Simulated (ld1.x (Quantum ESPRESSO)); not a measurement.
## What the settings do to the PAW potential of barium (Ba)

Base potential:

* Element: barium
* Generator: ld1.x (Quantum ESPRESSO) 7.5
* Type: PAW
* Functional: PBEsol
* Relativity: scalar-relativistic
* Frozen core: [Kr] 4d10
* Valence charge: 10
* Reference configuration: 5s2 5p6 5d0 6s2 6p0
* Partial waves: 5s (bound): rcut 2.55, rcutus 2.80 bohr; 6s (bound): rcut 2.55, rcutus 2.80 bohr; 5p (bound): rcut 3.05, rcutus 3.80 bohr; 6p (bound, empty): rcut 3.05, rcutus 3.80 bohr; 5d (bound, empty): rcut 3.70, rcutus 4.55 bohr; 5d channel at 2.25 Ry: rcut 3.70, rcutus 4.55 bohr
* Local potential: all-electron potential smoothed inside 3.70 bohr (lloc = -1)
* Core correction: a·sin(br)/r model core, default radius (ld1.x builds one for every PAW set, though the input has nlcc=.false.)
* Augmentation charge: PSQ, inside the norm-conserving radii

All-electron outer shells of the reference configuration (PBEsol, scalar-relativistic, ld1.x):

```
shell  level (eV)  outermost node (bohr)  outermost maximum (bohr)
   4p     -180.78                   0.35                      0.65
   4d      -89.61                   0.32                      0.70
   5s      -33.70                   0.80                      1.47
   5p      -18.74                   0.86                      1.67
   6s       -3.25                   1.97                      4.16
   5d       -2.03                   1.00                      2.49
   6p       -1.23                   2.36                      5.40
```

Cutoffs, loose and tight: the cutoffs (Ry, on a coarse ladder) from which the occupation-weighted sum of valence levels, in a spherical-Bessel basis at the reference potential, stays within 10 and 1 mRy of its value at 400 Ry. They do not see the model core or the augmentation charge, which bear on the density cutoff. Test errors are all-electron minus pseudo excitation energies from the reference, over the configurations 5s2 5p6 5d0 6s1 6p0; 5s2 5p6 5d0 6s0 6p0; 5s2 5p6 5d0 6s1.5 6p0; 5s2 5p6 5d1 6s1 6p0; 5s1 5p6 5d0 6s2 6p0; 5s2 5p6 5d0 6s1 6p1; 5s2 5p6 5d0 6s0 6p2. A dash means not determined; rows that change the core or the reference have their own tests. The largest error is taken over the tests solved by every variant that gives reliable tests at all: 5s2 5p6 5d0 6s0 6p0; 5s2 5p6 5d0 6s1 6p0; 5s2 5p6 5d0 6s1.5 6p0.

```tsv
change	outcome	cutoff, loose	cutoff, tight	bound ghosts	largest test error (meV)
base	generated	10 Ry	12 Ry	none	-1.4
waves 5d (bound): rcut 3.02, rcutus 3.20 bohr; 5d channel at 2.25 Ry: rcut 3.02, rcutus 3.20 bohr	generated	10 Ry	12 Ry	none	-1.4
waves 5d (bound): rcut 3.70, rcutus 4.30 bohr; 5d channel at 2.25 Ry: rcut 3.70, rcutus 4.30 bohr	generated	10 Ry	12 Ry	none	-1.4
waves 5d (bound): rcut 3.70, rcutus 4.92 bohr; 5d channel at 2.25 Ry: rcut 3.70, rcutus 4.92 bohr	generated	10 Ry	12 Ry	none	-1.4
waves 5d (bound): rcut 3.70, rcutus 5.68 bohr; 5d channel at 2.25 Ry: rcut 3.70, rcutus 5.68 bohr	generated	10 Ry	12 Ry	none	-1.4
waves 5d (bound): rcut 3.70, rcutus 5.98 bohr; 5d channel at 2.25 Ry: rcut 3.70, rcutus 5.98 bohr	generated	10 Ry	12 Ry	none	-1.4
```

Q: What comes out with this change to the base: waves 5d (bound): rcut 3.70, rcutus 6.56 bohr; 5d channel at 2.25 Ry: rcut 3.70, rcutus 6.56 bohr?

A: outcome: failed: compute_chi: phi_in too large before r_c. Cause: the pseudo-wave handed to the routine for χ is out of range inside the radius.

Q: What comes out with this change to the base: waves 5d (bound): rcut 3.52, rcutus 3.74 bohr; 5d channel at 2.25 Ry: rcut 3.52, rcutus 3.74 bohr?

A: outcome: failed: compute_chi: n is too large. Cause: near the origin the numerical χ = (ε − T − V_loc)φ did not join its small-r series within 0.05 bohr.

Reading the sweep of the d radius (base included, trends over the rows without a ghost): The loose cutoff stays near 10 Ry. The generation fails at 3.74, 6.56 bohr.
